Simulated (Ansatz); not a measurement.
Consider the ligand exchange at the Si–O bond: `O[SiH2][NH][AlH2]` + silanol → `[AlH2][NH][SiH2]O[SiH3]` + H₂O.

Computed with Ansatz on PBE0-D4/def2-TZVP structures; ΔE is electronic, products minus reactants. CBS: MP2 limit from def2 TZ/QZ plus the TZ coupled-cluster correction, frozen cores. This one scheme is used for every species. DFT in def2-TZVPP. Each species was taken in one conformer, which may not be the lowest.

| level | ΔE (kcal/mol) | difference from CCSD(T)/CBS |
| --- | --- | --- |
| PBE-D4 | -4.2 | 1.5 |
| BLYP-D4 | -5.2 | 0.5 |
| r2SCAN-D4 | -4.3 | 1.4 |
| BHLYP-D4 | -6.3 | -0.6 |
| ωB97M-V | -4.6 | 1.1 |
| PBE-QIDH | -4.7 | 1.0 |
| RPA@PBE/def2-TZVPP | -5.2 | 0.5 |
| CCSD(T)/def2-TZVPP | -5.2 | 0.5 |
| MP2/def2-QZVPP | -5.6 | 0.1 |
| HF/CBS(def2) | -5.6 | 0.1 |
| CCSD(T)/CBS | -5.7 | 0 |

Largest T1 diagnostic among the species: 0.012.

From BLYP to BHLYP (50 % exact exchange), in def2-TZVPP and without D4, ΔE moves by −1.4 kcal/mol. The D4 term adds −1.8 kcal/mol with B3LYP and −1.1 kcal/mol with PBE0; it sums over pairs of atoms, weighted by their polarisabilities, and B3LYP, whose exchange is more repulsive, gets the larger term. Leaving LDA and LC-ωPBE aside and taking each functional with its dispersion term where it has one, the values spread over 2.1 kcal/mol, from BHLYP-D4 to PBE-D4.

B3LYP here is the variant with VWN-RPA as its local correlation; programs differ in this.
